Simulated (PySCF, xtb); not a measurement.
Sn(H)3(NH2) (H5NSn), SMILES [NH2][SnH3].

Harmonic wavenumbers (cm⁻¹) from GFN2-xTB (xtb) at its own minimum, in rising order: 186, 435, 444, 500, 619, 694, 697, 704, 793, 1507, 1584, 1790, 1867, 3435, 3459.

Task: What does B3LYP-D3(BJ)/def2-TZVP run with PySCF 2.14.0 give at its own minimum? (Estimate from the structure and the level; the computed values follow.)

Result: 129, 464, 469, 545, 639, 699, 718, 718, 873, 1574, 1879, 1934, 1939, 3496, 3584. Paired by order, the mean absolute difference is 70 cm⁻¹ and the zero-point energies are 26.8 and 28.1 kcal/mol.
